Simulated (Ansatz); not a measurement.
Calculated with Ansatz (gas phase, PBE0-D4/def2-TZVP geometries, no zero-point term in ΔE). CCSD(T)/CBS is the MP2 limit (def2-TZVPP, def2-QZVPP) plus CCSD(T) − MP2 in def2-TZVPP, frozen cores. Functionals use def2-TZVPP. def2 core potentials past Kr. For Sn outer-core shells are correlated without core-valence functions, which leaves a few kJ/mol of doubt a bond. Each species was taken in one conformer, which may not be the lowest.

Reaction (ligand exchange at the Si–C bond): `F[CH]([SiH3])[SnH3]` + `CC(F)S` → `CC(F)S[SiH3]` + `F[CH2][SnH3]`

`F[CH]([SiH3])[SnH3]`:

```xyz
11

F    -0.147    1.278    1.538
C    -0.527    0.397    0.514
Si   -0.270    1.211   -1.168
Sn    0.579   -1.462    0.776
H    -1.587    0.160    0.660
H    -1.053    2.469   -1.288
H    -0.727    0.235   -2.195
H     1.171    1.504   -1.373
H     2.216   -1.201    0.375
H    -0.089   -2.654   -0.248
H     0.436   -1.937    2.407
```

`CC(F)S`:

```xyz
9

C     0.750   -0.510    0.225
C    -0.687   -0.127   -0.009
F    -1.269    0.171    1.210
S    -0.912    1.225   -1.177
H     1.220   -0.812   -0.711
H     1.304    0.334    0.641
H     0.799   -1.339    0.934
H    -1.257   -0.956   -0.440
H     0.052    2.013   -0.672
```

`CC(F)S[SiH3]`:

Z-matrix (Å, degrees):
```
C
C 1 1.504
H 1 1.090 2 110.0
H 1 1.091 2 111.0 3 -120.2
H 1 1.093 2 109.5 3 119.7
F 2 1.381 1 109.1 3 -176.6
S 2 1.823 1 114.5 3 59.1
H 2 1.094 1 111.3 3 -58.5
Si 7 2.137 2 101.9 1 72.0
H 9 1.486 7 112.3 2 -56.9
H 9 1.483 7 103.4 2 -175.1
H 9 1.482 7 112.1 2 66.3
```

`F[CH2][SnH3]`:

Z-matrix (Å, degrees):
```
C
Sn 1 2.169
F 1 1.386 2 110.1
H 1 1.093 2 110.6 3 119.7
H 1 1.093 2 110.6 3 -119.7
H 2 1.709 1 108.5 3 180.0
H 2 1.705 1 109.3 3 -60.4
H 2 1.705 1 109.3 3 60.3
```

| level | ΔE (kJ/mol) | difference from CCSD(T)/CBS |
| --- | --- | --- |
| PBE-D4 | -60.9 | -0.3 |
| B2PLYP | -61.5 | -0.9 |
| PBE | -60.3 | 0.3 |
| r2SCAN | -62.6 | -2.0 |
| MP2/def2-TZVPP | -63.4 | -2.8 |
| CCSD/def2-TZVPP | -59.8 | 0.8 |
| HF/def2-QZVPP | -66.2 | -5.6 |
| MP2/def2-QZVPP | -63.9 | -3.3 |
| HF/CBS(def2) | -66.1 | -5.5 |
| CCSD/CBS(def2) | -60.9 | -0.3 |
| CCSD(T)/CBS | -60.6 | 0 |

Largest T1 diagnostic among the species: 0.013.

In def2-TZVPP, CCSD(T) changes the Hartree–Fock value by +6.9 kJ/mol (the triples alone add +0.2 kJ/mol) and MP2 by +3.1 kJ/mol.
